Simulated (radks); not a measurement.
Isoelectronic series with 43 electrons, each ion in its NIST ground configuration. Method: scalar-relativistic Kohn-Sham, PBE, spin-polarised, spherical densities, point nucleus; open shells are filled with parallel spins first (spin-orbit coupling, left out, can overturn this in heavy ions); computed with a radial shooting solver on a logarithmic mesh with Libxc functionals. Total energies (hartree) and mean radii <r> (bohr) (* marks an orbital that is empty in some or all of the ions):

In6+: configuration [Kr] 4d7; E (hartree) -5871.55324; 5s up* 1.868; 4d down 1.044; 4d up 1.039; 4p down 0.8935
Sb8+: configuration [Kr] 4d7; E (hartree) -6462.74049; 5s up* 1.651; 4d down 0.9296; 4d up 0.9262; 4p down 0.8234
I10+: configuration [Kr] 4d7; E (hartree) -7085.63237; 5s up* 1.486; 4d down 0.8410; 4d up 0.8385; 4p down 0.7637
Cs12+: configuration [Kr] 4d7; E (hartree) -7740.5648; 5s up* 1.354; 4d down 0.7699; 4d up 0.7679; 4p down 0.7121
La14+: configuration [Kr] 4d7; E (hartree) -8427.9108; 5s up* 1.245; 4d down 0.7109; 4d up 0.7094; 4p down 0.6670
Pr16+: configuration [Kr] 4d7; E (hartree) -9148.0783; 5s up* 1.154; 4d down 0.6611; 4d up 0.6598; 4p down 0.6274
Pm18+: configuration [Kr] 4d7; E (hartree) -9901.5093; 5s up* 1.075; 4d down 0.6183; 4d up 0.6172; 4p down 0.5923
Eu20+: configuration [Kr] 4d7; E (hartree) -10688.6813; 5s up* 1.007; 4d down 0.5810; 4d up 0.5801; 4p down 0.5609
Tb22+: configuration [Kr] 4d7; E (hartree) -11510.1078; 5s up* 0.9476; 4d down 0.5482; 4d up 0.5474; 4p down 0.5326
Ho24+: configuration [Kr] 4d7; E (hartree) -12366.3413; 5s up* 0.8946; 4d down 0.5190; 4d up 0.5183; 4p down 0.5070
Tm26+: configuration [Kr] 4d7; E (hartree) -13257.9751; 5s up* 0.8471; 4d down 0.4929; 4d up 0.4923; 4p down 0.4837
Lu28+: configuration [Kr] 4d7; E (hartree) -14185.6471; 5s up* 0.8044; 4d down 0.4693; 4d up 0.4688; 4p down 0.4624
Ta30+: configuration [Kr] 4d7; E (hartree) -15150.0430; 5s up* 0.7656; 4d down 0.4480; 4d up 0.4475; 4p down 0.4428
Re32+: configuration [Kr] 4d7; E (hartree) -16151.9005; 5s up* 0.7302; 4d down 0.4285; 4d up 0.4281; 4p down 0.4248
Ir34+: configuration [Kr] 4d7; E (hartree) -17192.0146; 5s up* 0.6977; 4d down 0.4107; 4d up 0.4103; 4p down 0.4081
Au36+: configuration [Kr] 4d7; E (hartree) -18271.2432; 5s up* 0.6679; 4d down 0.3943; 4d up 0.3940; 4p down 0.3926
Tl38+: configuration [Kr] 4d7; E (hartree) -19390.5137; 5s up* 0.6402; 4d down 0.3792; 4d up 0.3789; 4p down 0.3782
